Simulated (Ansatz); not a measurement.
Cl2H2O3W (`[O]=[W]([OH])([OH])([Cl])[Cl]`). Charge 0, multiplicity 1. Correlated methods include outer-core shells of W, which these sets cover unevenly. W: def2 effective core potential.

Cartesian coordinates in Å:
```
O -0.660 0.311 1.875
W -0.018 0.278 0.325
O 0.186 -1.509 -0.293
O -1.569 0.293 -0.711
Cl 0.467 2.433 -0.307
Cl 2.249 0.070 0.837
H 0.993 -1.983 -0.075
H -1.648 0.107 -1.651
```

**Question.** Give the diagnostics of a CCSD(T)/def2-TZVPP run (frozen core, Ansatz). (An estimate is asked.)

**Answer.** Ansatz gave: T1 = 0.0215, largest single amplitude 0.055, largest double 0.031, (T) share of the correlation energy 5.2 %, 14 CCSD cycles. The RHF solution is stable towards an unrestricted one. T1 lies over the customary mark of 0.02 for closed shells; compounds of d metals often pass it without a breakdown.
